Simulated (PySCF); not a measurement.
Compound: MnI2 (sextet state).
Bonds: Mn1–I2, Mn1–I3.

Theory: PBE0-D3(BJ)/def2-SVP geometry optimisation, gas phase, def2 core potentials past Kr in PySCF.

How far are the bound atoms from Mn1?

2 atoms: I2 2.532 Å, I3 2.532 Å.

What is the shape at Mn1?

Linear: angle 179.6°.

What are the rotational constants (commonest isotopes, rigid rotor)?

B = 310.5 MHz (linear).

Point group: D∞h (tolerance 0.08 Å). Charge 0, sextet. ⟨S²⟩ = 8.770 (exact for a sextet: 8.75). PBE0-D3(BJ)/def2-SVP frequencies: not computed here.

On Arm Neoverse V1, one thread, no GPU (shared host), this took 56 s of wall time. These figures are those of the optimisation.

Neither the SCF state along the optimisation nor the shape of the open-shell metal species was proved the lowest: other solutions of the same spin, or a structure of lower symmetry, can lie below.


Species: (KH)2 ring, K₂H₂.
Hydrogens: H2, H4 on K1; H2, H4 on K3.

Computed with PBE0-D3(BJ)/def2-SVP geometry optimisation, gas phase in PySCF.

How far are the bound atoms from K1?

2 atoms: H2 2.487 Å, H4 2.493 Å. The nearest atom not counted as bound is K3, at 3.57 Å.

What is the shape at K1?

Bent: angle 88.6°. Differences among atoms that D2h makes equivalent are scatter left by the optimiser.

Give some angles away from the centre.

K1–H2–K3 91.4°.

What are the rotational constants (commonest isotopes, rigid rotor)?

A = 82949, B = 2040, C = 1991 MHz: a near-prolate asymmetric top.

Point group: D2h (tolerance 0.08 Å). Charge 0, singlet. PBE0-D3(BJ)/def2-SVP frequencies: not computed here.
